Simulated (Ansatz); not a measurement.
Input file for Ansatz (a program for electronic structure): R-MP2/cc-pVTZ on CHF (SMILES [CH]F).

Ansatz 0.2 input:
```yaml
crystal:
  periodic: [false, false, false]
  atoms:
    - {symbol: C, position_ang: [-0.57409467, 0.44276843, 0.00000000]}
    - {symbol: F, position_ang: [0.53400168, -0.25530897, 0.00000000]}
    - {symbol: H, position_ang: [-1.36144715, -0.35882978, 0.00000000]}
basis:
  gaussian:
    orbitals: cc-pVTZ
magnetization: {spin_polarized: false}
correlation: {method: mp2, electrons: outside_noble_gas}
accuracy: high
relax: {f_tol: 0.0005, max_steps: 60}
scf: {lower_state_search: off}
output: {forces: true}
```

It printed:

```
WARN ansatz: RAYON_NUM_THREADS=1 ignored (pool sized by the plan → 1); use --threads N
Functional definition: HF
these checks for a lower state are left out or cut short: starts, cluster_reference, orbital_swaps, neighbouring_geometries, increment
integrals: 0.06 GiB planned
1270 factors; integrals over basis functions are off by at most 1.8e-9 eV
mean field: 0.13 GiB planned
mean field evaluation 1: about -3749.2172 eV, gradient 1.9e1 eV
mean field evaluation 2: about -3749.2176 eV, gradient 1.9e1 eV
mean field evaluation 4: about -3749.9990 eV, gradient 2.5e0 eV
mean field evaluation 8: about -3750.0241 eV, gradient 4.5e-2 eV
mean field -3750.02408264 eV, -137.8108431793 hartree, gradient 8.9e-8 eV, S^2 0.000000; 0 other end points of the search recorded, 0 dependent functions left out; unrestricted orbitals would lower it
2 core orbitals not correlated
reference -3750.02408264 eV, -137.8108431793 hartree; 6, 6 occupied and 66, 66 virtual orbitals, 1270 factors
densities: 0.16 GiB planned
second order -10.53928723 eV of doubles, -0.00000000 eV of singles
the calculation of the forces begins
relax step   1: F+E_penalty+E_count = -3760.56336987 eV  Δ(F+E_penalty+E_count) = +0.000e0 eV  max|allowed force component| = 2.385e-1 eV/Å  Δτ_max = 0.0000 Å  (36 SCF iters, accepted)
these checks for a lower state are left out or cut short: starts, cluster_reference, orbital_swaps, neighbouring_geometries, increment
integrals: 0.06 GiB planned
1270 factors; integrals over basis functions are off by at most 1.8e-9 eV
mean field: 0.13 GiB planned
mean field evaluation 16: about -3750.0285 eV, gradient 3.1e-1 eV
mean field -3750.02921648 eV, -137.8110318444 hartree, gradient 7.3e-8 eV, S^2 0.000000; 0 other end points of the search recorded, 0 dependent functions left out; unrestricted orbitals would lower it
2 core orbitals not correlated
reference -3750.02921648 eV, -137.8110318444 hartree; 6, 6 occupied and 66, 66 virtual orbitals, 1270 factors
densities: 0.16 GiB planned
second order -10.53526127 eV of doubles, -0.00000000 eV of singles
the calculation of the forces begins
relax step   2: F+E_penalty+E_count = -3760.56447774 eV  Δ(F+E_penalty+E_count) = -1.108e-3 eV  max|allowed force component| = 1.024e-1 eV/Å  Δτ_max = 0.0041 Å  (39 SCF iters, accepted)
these checks for a lower state are left out or cut short: starts, cluster_reference, orbital_swaps, neighbouring_geometries, increment
integrals: 0.06 GiB planned
1270 factors; integrals over basis functions are off by at most 1.8e-9 eV
mean field: 0.13 GiB planned
mean field evaluation 32: about -3750.0320 eV, gradient 7.2e-8 eV
mean field -3750.03199910 eV, -137.8111341041 hartree, gradient 7.2e-8 eV, S^2 0.000000; 0 other end points of the search recorded, 0 dependent functions left out; unrestricted orbitals would lower it
2 core orbitals not correlated
reference -3750.03199910 eV, -137.8111341041 hartree; 6, 6 occupied and 66, 66 virtual orbitals, 1270 factors
densities: 0.16 GiB planned
second order -10.53264915 eV of doubles, -0.00000000 eV of singles
the calculation of the forces begins
relax step   3: F+E_penalty+E_count = -3760.56464826 eV  Δ(F+E_penalty+E_count) = -1.705e-4 eV  max|allowed force component| = 9.414e-3 eV/Å  Δτ_max = 0.0016 Å  (39 SCF iters, accepted)
these checks for a lower state are left out or cut short: starts, cluster_reference, orbital_swaps, neighbouring_geometries, increment
integrals: 0.06 GiB planned
1270 factors; integrals over basis functions are off by at most 1.8e-9 eV
mean field: 0.13 GiB planned
mean field -3750.03208468 eV, -137.8111372491 hartree, gradient 2.7e-8 eV, S^2 0.000000; 0 other end points of the search recorded, 0 dependent functions left out; unrestricted orbitals would lower it
2 core orbitals not correlated
reference -3750.03208468 eV, -137.8111372491 hartree; 6, 6 occupied and 66, 66 virtual orbitals, 1270 factors
densities: 0.16 GiB planned
second order -10.53256461 eV of doubles, -0.00000000 eV of singles
the calculation of the forces begins
relax step   4: F+E_penalty+E_count = -3760.56464930 eV  Δ(F+E_penalty+E_count) = -1.037e-6 eV  max|allowed force component| = 8.660e-4 eV/Å  Δτ_max = 0.0001 Å  (34 SCF iters, accepted)
these checks for a lower state are left out or cut short: starts, cluster_reference, orbital_swaps, neighbouring_geometries, increment
integrals: 0.06 GiB planned
1270 factors; integrals over basis functions are off by at most 1.8e-9 eV
mean field: 0.13 GiB planned
mean field -3750.03209907 eV, -137.8111377778 hartree, gradient 2.1e-8 eV, S^2 0.000000; 0 other end points of the search recorded, 0 dependent functions left out; unrestricted orbitals would lower it
2 core orbitals not correlated
reference -3750.03209907 eV, -137.8111377778 hartree; 6, 6 occupied and 66, 66 virtual orbitals, 1270 factors
densities: 0.16 GiB planned
second order -10.53255026 eV of doubles, -0.00000000 eV of singles
the calculation of the forces begins
relax step   5: F+E_penalty+E_count = -3760.56464933 eV  Δ(F+E_penalty+E_count) = -3.051e-8 eV  max|allowed force component| = 3.495e-5 eV/Å  Δτ_max = 0.0000 Å  (30 SCF iters, accepted)
Total energy: -3760.56464933 eV, -138.1982018604 hartree
Atom 0 at    -0.575212     0.440094    -0.000000 Å, force     0.000005    -0.000035    -0.000000 eV/Å
Atom 1 at     0.530080    -0.254886     0.000000 Å, force    -0.000002     0.000016     0.000000 eV/Å
Atom 2 at    -1.356408    -0.356578     0.000000 Å, force    -0.000003     0.000018     0.000000 eV/Å
Dipole moment:    -0.128462    -0.286017     0.000000 e Å
Checks for a lower state left out: starts, cluster_reference, orbital_swaps, neighbouring_geometries, increment
```

The run converged.

Cost: around 18 core-seconds (rough).
